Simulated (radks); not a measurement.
Numerical settings for the carbon ion C2+, [He] 2s2. Method: scalar-relativistic Kohn-Sham, LDA (Slater exchange, Perdew-Wang correlation), spin-unpolarised, spherical densities, point nucleus; computed with a radial shooting solver on a logarithmic mesh with Libxc functionals. The defaults (mesh step 0.008 in ln r, mesh end at 40 bohr or more with all orbitals vanishing there, Anderson mixing 0.5 over 9 steps, residual threshold near 1e-9 with the energy settled to 1e-9 hartree or 1e-11 of itself, here a cap of 51 iterations) give E = -36.1454 hartree and 2s at -40.170 eV in 12 iterations. Times are rough (one thread of a shared host). Changes against that run (0 stands for a change within the tolerance of the run):

\begin{tabular}{lrrrrr}
setting & iterations & converged & E (mhartree) & e(2s) (meV) & CPU (s) \\ \hline
mesh step in ln r 0.12 & 51 & no & -2.52e+05 & - & 0.06 \\
mesh step in ln r 0.005 & 12 & yes & 0 & 0 & 0.04 \\
mesh step in ln r 0.02 & 12 & yes & 0 & 0 & 0.02 \\
mesh end (bohr) 8 & 12 & yes & 0 & +0.00342 & 0.03 \\
mesh end (bohr) 12 & 12 & yes & 0 & 0 & 0.03 \\
residual threshold 0.1 & 8 & yes & 0 & -0.0335 & 0.02 \\
residual threshold 1e-05 & 8 & yes & 0 & -0.0335 & 0.02 \\
mixing 0.01 & 17 & yes & 0 & 0 & 0.04 \\
linear mixing, mixing 0.05 & 51 & no & +0.229 & -959 & 0.1 \\
linear mixing, mixing 0.5 & 29 & yes & 0 & 0 & 0.05 \\
mixing history 2 & 20 & yes & 0 & 0 & 0.04 \\
iteration cap 5 & 5 & no & 0 & +9.13 & 0.01 \\
\end{tabular}

No run marked as converged misses the energy by more than 1 mhartree. A mesh that ends early acts as a hard wall.
